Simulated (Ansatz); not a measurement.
Consider the formal exchange of groups at a B–Cl bond: `OB(Cl)O[SiH3]` + ethane → `CCB(O)O[SiH3]` + HCl.

Calculated with Ansatz (gas phase, PBE0-D4/def2-TZVP geometries, no zero-point term in ΔE). CCSD(T)/CBS adds triple-zeta CCSD(T) − MP2 to the extrapolated MP2 energy (def2 sets, frozen cores). This one scheme is used for every species. Functionals use def2-TZVPP. B3LYP here is the variant with VWN-RPA as its local correlation; programs differ in this. One conformer a species, not always the lowest.

| level | ΔE (eV) |
| --- | --- |
| r2SCAN-D4 | 0.92 |
| B3LYP-D4 | 0.90 |
| B2PLYP | 0.94 |
| HF/def2-TZVPP | 1.01 |
| MP2/def2-TZVPP | 0.90 |
| CCSD/def2-TZVPP | 0.86 |
| HF/def2-QZVPP | 1.01 |
| CCSD/CBS(def2) | 0.86 |

(1) What does CCSD(T)/CBS give? (Best estimate.)

Largest T1 diagnostic among the species: 0.012.

## Answers

(1) Ansatz gave: +0.85 eV. The listed levels differ from it by 0.07, 0.05, 0.09, 0.16, 0.05, 0.01, 0.16, 0.01 eV.

The D4 term adds −0.06 eV with B3LYP and −0.04 eV with PBE0; it sums over pairs of atoms, weighted by their polarisabilities, and B3LYP, whose exchange is more repulsive, gets the larger term. In def2-TZVPP, CCSD(T) changes the Hartree–Fock value by −0.16 eV (the triples alone add −0.01 eV) and MP2 by −0.11 eV.
